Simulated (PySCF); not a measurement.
**Frontier orbitals and the lowest excitations**

Species: C₈H₈S.
Cartesian coordinates in Å at the PBE0-D3(BJ)/def2-SVP level; atoms count from 1:
```xyz
17
C8H8S angstrom
S      2.6963   -0.5850   -0.8863
C      1.0584   -0.1566   -0.3388
C      0.3759    1.2467   -0.3984
C     -0.8725    0.5981   -1.0694
C     -1.4969    0.3455    0.3368
C     -0.2448    0.9871    1.0082
C      0.4382   -0.4130    1.0710
C     -0.8104   -1.0534    0.3926
C     -0.1899   -0.8015   -1.0143
H      3.3634    0.2036   -0.0135
H      0.8747    2.1675   -0.7252
H     -1.4058    1.0044   -1.9381
H     -2.5386    0.5511    0.6136
H     -0.2666    1.7139    1.8303
H      0.9879   -0.8267    1.9255
H     -1.2933   -1.9862    0.7098
H     -0.1470   -1.5270   -1.8361
```

Method: PySCF 2.14.0, density-fitted response routines, TDDFT B3LYP/def2-SVPD, vertical, gas phase, core orbitals frozen in the response.

Frontier orbitals with the atoms that hold most of them (Löwdin shares over 4%, at most four atoms; ? is withheld):

```
orbital  ε (eV)                           atoms
 HOMO-3   -7.58  C5 16%, C8 15%, C4 15%, C3 10%
 HOMO-2   -7.54  C6 12%, C9 10%, C4 10%, C5 10%
 HOMO-1   -7.47                               ?
   HOMO       ?                               ?
   LUMO   -0.01  S1 44%, H10 18%, H17 4%, C7 4%
 LUMO+1    0.40   S1 18%, C5 9%, H13 8%, H16 7%
 LUMO+2    0.58   S1 14%, C6 12%, H14 9%, C5 7%
```

(1) Give the leading atoms of the HOMO-1.

(2) Give the leading atoms of the HOMO.

(3) What is the HOMO energy, and the HOMO–LUMO gap?

## Answers

(1) S1 (bonded to C and H) 16%; C6 (bonded to 3 C and H) 12%; C2 (bonded to 3 C and S) 11%; C5 (bonded to 3 C and H) 11%. By element: carbon 34% or more, sulfur 16%.

(2) S1 (bonded to C and H) 59%; C2 (bonded to 3 C and S) 12%; C3 (bonded to 3 C and H) 7%; C7 (bonded to 3 C and H) 7%. By element: sulfur 59%, carbon 26% or more.

(3) ε(HOMO) = -6.33 eV; the gap is 6.31 eV (0.2321 hartree).

Q: The HOMO–LUMO gap is 6.31 eV. Where does the response calculation put the lowest singlet, and from which orbitals?

A: S1 is at 5.19 eV (f = 0.013), 1.13 eV below the gap, made of HOMO→LUMO (96%). 

Q: Give energy, strength and leading configuration of S1, S2, S6 and S8, and follow the Löwdin shares of the leading atoms from the occupied to the empty orbital.

A: 
- S1 (5.19 eV, f 0.013), HOMO→LUMO (96%): S1 59% → 44%, C2 12% → at most 5%, H10 at most 8% → 18%
- S2 (5.84 eV, f 0.013), HOMO→LUMO+1 (72%): S1 59% → 18%, C2 12% → at most 8%, C5 at most 8% → 9%
- S6 (6.59 eV, f 0.0077), HOMO-1→LUMO (81%): S1 16% → 44%, C6 12% → at most 5%, H10 at most 11% → 18%
- S8 (6.66 eV, f 0.0017), HOMO-2→LUMO (82%): C6 12% → at most 5%, C9 10% → at most 5%, S1 at most 10% → 44%, H10 at most 10% → 18%

Löwdin shares depend on the basis, the more so with diffuse functions.

One conformer stands for the species.
